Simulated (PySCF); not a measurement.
ZrI₃, SMILES [Zr+]([I])([I])[I], charge +1, multiplicity 1. Heavy atoms are numbered as in [Zr+:1]([I:2])([I:3])[I:4].

Coordinates come from a PBE0-D3(BJ)/def2-SVP optimisation. The spin state was assumed, not searched. The isomer is the one that the SMILES or the coordinates give; other isomers of the formula were not compared. The def2 effective core potentials stand for the cores of I, Zr; spin–orbit coupling is left out.

These are PBE0/def2-TZVP in PySCF values and carry that method's errors.

Atomic charges (e), one atom of each kind:

```csv
atom,Mulliken,Löwdin
Zr1,1.01,___
I2,0.00,___
```

### Question
Complete the blanks. (The exact figures need the calculation; the answer reports its results.)

### Answer

- Zr1, Löwdin: -0.40
- I2, Löwdin: 0.47
